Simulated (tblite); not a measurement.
C3H6FN3Si.
Z-matrix (Å and degrees, GFN2-xTB geometry), rows numbered from 1:
```
N 
Si  1  1.7116
N   2  1.7630  1  104.35
C   3  1.3757  2  129.15  1   131.52
C   4  1.3579  3  107.35  2   178.39
N   5  1.3695  4  109.90  3    -0.13
C   6  1.2902  5  103.79  4    -0.02
F   7  1.3296  3  119.54  2     1.51
H   1  1.0089  2  119.78  3    42.48
H   1  1.0061  2  119.38  3  -176.32
H   2  1.4670  1  118.68  3  -116.51
H   2  1.4567  1  108.38  3   112.40
H   4  1.0692  3  120.97  2    -1.76
H   5  1.0706  4  129.85  3   179.82
```

All values are computed: GFN2-xTB (tblite) harmonic vibrations without scaling, gas phase. The method is semi-empirical: single wavenumbers can be off by several per cent or more. Modes of hydrogen on silicon can be 10 to 20 % off. One conformer, not necessarily the lowest.

Harmonic wavenumbers (cm⁻¹): 39.3, 109.0, 150.3, 210.0, 245.9, 312.2, 394.8, 497.6, 521.9, 539.0, 580.2, 606.4, 651.9, 689.7, 724.3, 766.7, 780.3, 820.7, 829.1, 909.8, 931.3, 1034.4, 1111.7, 1169.4, 1248.7, 1327.3, 1401.2, 1503.6, 1509.9, 1592.3, 2230.5, 2324.5, 3178.8, 3194.3, 3464.3, 3514.9.

A = 3223, B = 1455, C = 1081 MHz; mass 131.032 u (most abundant isotopes); point group C1, symmetry number 1.

Question: What is the zero-point energy?

Answer: Half the sum of the wavenumbers: 20558 cm⁻¹ = 58.78 kcal/mol.

Question: Entropy at 273.15 K, 1 bar (ideal gas, RRHO, classical rotation)?

Answer: Translation 40.11, rotation 28.28, vibration 20.34: S = 88.7 cal/(mol K).

Question: And Cp and H(273.15 K) − H(0)?

Answer: Cp = 31.57 cal/(mol K), of which vibrations give 23.62 (their classical limit is 36 R = 71.5); H(273.15 K) − H(0) = 5.21 kcal/mol without the zero-point energy, 3.04 from vibrations.

Question: Which modes carry the vibrational entropy at 273.15 K?

Answer: 39.3 cm⁻¹: 5.12; 109.0 cm⁻¹: 3.12; 150.3 cm⁻¹: 2.50; 210.0 cm⁻¹: 1.89; 245.9 cm⁻¹: 1.61; 312.2 cm⁻¹: 1.21 cal/(mol K); the other 30 give 4.90 together.

Question: How do the functions run with temperature in this model?

Answer: 
```json
{"T (K)": "50", "S (cal/(mol K))": "57.3", "Cp (cal/(mol K))": "11.5", "H − H(0) (kcal/mol)": "0.47", "G − H(0) (kcal/mol)": "-2.39", "ln q(vib)": "0.45"}
{"T (K)": "100", "S (cal/(mol K))": "66.5", "Cp (cal/(mol K))": "15.6", "H − H(0) (kcal/mol)": "1.15", "G − H(0) (kcal/mol)": "-5.50", "ln q(vib)": "1.29"}
{"T (K)": "298.15", "S (cal/(mol K))": "91.6", "Cp (cal/(mol K))": "33.8", "H − H(0) (kcal/mol)": "6.02", "G − H(0) (kcal/mol)": "-21.28", "ln q(vib)": "5.16"}
{"T (K)": "373.15", "S (cal/(mol K))": "99.8", "Cp (cal/(mol K))": "39.8", "H − H(0) (kcal/mol)": "8.79", "G − H(0) (kcal/mol)": "-28.47", "ln q(vib)": "6.72"}
{"T (K)": "500", "S (cal/(mol K))": "112.7", "Cp (cal/(mol K))": "47.7", "H − H(0) (kcal/mol)": "14.37", "G − H(0) (kcal/mol)": "-41.96", "ln q(vib)": "9.39"}
{"T (K)": "750", "S (cal/(mol K))": "134.1", "Cp (cal/(mol K))": "57.8", "H − H(0) (kcal/mol)": "27.68", "G − H(0) (kcal/mol)": "-72.90", "ln q(vib)": "14.45"}
{"T (K)": "1000", "S (cal/(mol K))": "151.6", "Cp (cal/(mol K))": "63.8", "H − H(0) (kcal/mol)": "42.94", "G − H(0) (kcal/mol)": "-108.68", "ln q(vib)": "19.08"}
```

q(vib) and H(0) count from the zero-point level.

Question: What must be added to the electronic energy to get the Gibbs energy at 273.15 K and 1 bar?

Answer: ZPE + [H(273.15 K) − H(0)] − T·S = 58.78 + 5.21 − 24.24 = 39.75 kcal/mol.

Question: Blend soft modes into free rotors: weight 1/[1 + (100 cm⁻¹/ν̃)⁴] for the oscillator and the rest for a rotor with moment μB/(μ + B), μ = h/(8π²ν), B = 10⁻⁴⁴ kg m². What vibrational entropy results?

Answer: 18.77 cal/(mol K) in place of 20.34, which changes −T·S at 273.15 K by +0.43 kcal/mol.

Hindered rotation and anharmonicity are outside this model. Other conformers, if any are populated, would add a mixing term that is left out. The structure is chiral; the term R ln 2 for an equal mix with its mirror image is left out.

Run on Arm Neoverse N1, one thread (shared host). The figure is for the frequency step alone.
